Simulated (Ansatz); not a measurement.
Ansatz (an electronic-structure program) input (BLYP/6-31G*):

Ansatz 0.2 input:
```yaml
crystal:
  periodic: [false, false, false]
  atoms:
    - {symbol: C, position_ang: [1.96671800, 1.33625500, -0.10266100]}
    - {symbol: C, position_ang: [0.67226100, 1.05137200, 0.07329700]}
    - {symbol: B, position_ang: [0.06283600, -0.37103800, -0.07869600]}
    - {symbol: C, position_ang: [0.92942500, -1.62546800, -0.45992000]}
    - {symbol: C, position_ang: [-1.46269900, -0.60006400, 0.14812500]}
    - {symbol: C, position_ang: [-2.34504400, 0.34948800, 0.47654800]}
    - {symbol: H, position_ang: [2.36276000, 2.34008800, 0.01059800]}
    - {symbol: H, position_ang: [2.68782300, 0.57203600, -0.36891600]}
    - {symbol: H, position_ang: [0.03007800, 1.88845100, 0.33893800]}
    - {symbol: H, position_ang: [1.99328500, -1.44854000, -0.61496100]}
    - {symbol: H, position_ang: [0.82526900, -2.39366200, 0.31556600]}
    - {symbol: H, position_ang: [0.52843700, -2.08631800, -1.37051100]}
    - {symbol: H, position_ang: [-1.85696200, -1.60940600, 0.03354800]}
    - {symbol: H, position_ang: [-3.39934300, 0.13949400, 0.62387800]}
    - {symbol: H, position_ang: [-2.04949300, 1.38354700, 0.61300900]}
basis:
  gaussian:
    orbitals: 6-31G*
hamiltonian:
  xc: {name: BLYP}
output: {forces: true}
```

Output:

```
Functional definition: BLYP
integrals: 0.06 GiB planned
1364 factors; their error is unknown
mean field: 0.33 GiB planned
mean field evaluation 1: about -5988.9111 eV, gradient 7.7e1 eV
mean field evaluation 2: about -5976.8312 eV, gradient 9.9e1 eV
mean field evaluation 4: about -6003.3413 eV, gradient 1.2e1 eV
mean field evaluation 8: about -6003.7265 eV, gradient 6.0e-2 eV
mean field evaluation 16: about -6003.6267 eV, gradient 2.5e-4 eV
mean field -6003.62671753 eV, -220.6292124647 hartree, gradient 6.1e-5 eV, S^2 0.000000; 0 other end points of the search recorded, 0 dependent functions left out
the calculation of the forces begins
reference -6003.62703493 eV, -220.6292241291 hartree; 22, 22 occupied and 86, 86 virtual orbitals, 1364 factors
Total energy: -6003.62703493 eV, -220.6292241291 hartree
Atom 0 at     1.966718     1.336255    -0.102661 Å, force     0.521889     0.184802    -0.058192 eV/Å
Atom 1 at     0.672261     1.051372     0.073297 Å, force    -0.594932    -0.300056     0.050042 eV/Å
Atom 2 at     0.062836    -0.371038    -0.078696 Å, force    -0.054408     0.066082     0.021624 eV/Å
Atom 3 at     0.929425    -1.625468    -0.459920 Å, force    -0.011856     0.046859     0.010629 eV/Å
Atom 4 at    -1.462699    -0.600064     0.148125 Å, force     0.524635    -0.350290    -0.156213 eV/Å
Atom 5 at    -2.345044     0.349488     0.476548 Å, force    -0.409866     0.344181     0.134895 eV/Å
Atom 6 at     2.362760     2.340088     0.010598 Å, force     0.208919     0.370764     0.030804 eV/Å
Atom 7 at     2.687823     0.572036    -0.368916 Å, force     0.298149    -0.246829    -0.097482 eV/Å
Atom 8 at     0.030078     1.888451     0.338938 Å, force    -0.234927     0.341310     0.103574 eV/Å
Atom 9 at     1.993285    -1.448540    -0.614961 Å, force     0.398165     0.026491    -0.065268 eV/Å
Atom 10 at     0.825269    -2.393662     0.315566 Å, force    -0.017088    -0.284923     0.252347 eV/Å
Atom 11 at     0.528437    -2.086318    -1.370511 Å, force    -0.116765    -0.181716    -0.313843 eV/Å
Atom 12 at    -1.856962    -1.609406     0.033548 Å, force    -0.153641    -0.385021    -0.043135 eV/Å
Atom 13 at    -3.399343     0.139494     0.623878 Å, force    -0.419237    -0.022760     0.069657 eV/Å
Atom 14 at    -2.049493     1.383547     0.613009 Å, force     0.060960     0.391106     0.060560 eV/Å
Dipole moment:    -0.033883     0.064713     0.017761 e Å
```

The geometry given is a B3LYP-D3(BJ)/def2-TZVP minimum.
